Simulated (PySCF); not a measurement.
Vertical excitations of a molecule C3H11FSi2 from PySCF with TDA-PBE/def2-SVPD, as energy in eV (oscillator strength): 5.48 (0.030), 5.97 (0.004), 6.44 (0.009), 6.63 (0.000), 6.74 (0.009), 6.88 (0.004). Lowest triplet (TDA): 4.90 eV. Geometry: B3LYP-D3(BJ)/def2-SVP. The values are those of a single conformer.

**Question.** Which structure fits?
(A) C[SiH2][C@](C)(F)[SiH3]
(B) CC(C)[SiH2][SiH2]F
(C) CC[SiH2][SiH2]CF
(D) C[C@H](F)C[SiH2][SiH3]

**Answer.** B, CC(C)[SiH2][SiH2]F
